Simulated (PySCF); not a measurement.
## Working out the excitation energy of Sr⁺

Sr⁺ [Kr] 5s1 (2S) → Sr⁺ [Kr] 5p1 (2P). All numbers are calculated (PySCF 2.14, the spin-free X2C one-electron Hamiltonian (Gaussian nucleus), in ANO-RCC-VTZP). Frozen: [Ar] 3d10. Energies in hartree (1 hartree = 27.21139 eV):

```
            part   Sr⁺ (lower)   Sr⁺ (upper)
             UHF  -3177.060268  -3176.959051
CCSD correlation     -0.202756     -0.195513
             (T)     -0.004784     -0.004280
```

Q: What does Hartree-Fock give?

A: (-3176.959051) − (-3177.060268) = 0.101217 hartree = 2.754 eV.

Q: What do CCSD and CCSD(T) give?

A: The CCSD correlation energies differ by 0.007243 hartree = 0.197 eV and the triples by 0.000504 hartree = 0.014 eV, so CCSD gives 2.951 eV and CCSD(T) 2.965 eV.

Measured between the centres of the two terms (NIST): 3.007 eV, so CCSD(T) (valence and next inner shell) is off by -0.042 eV.

What remains against the reference includes basis incompleteness, the frozen core and higher excitations.
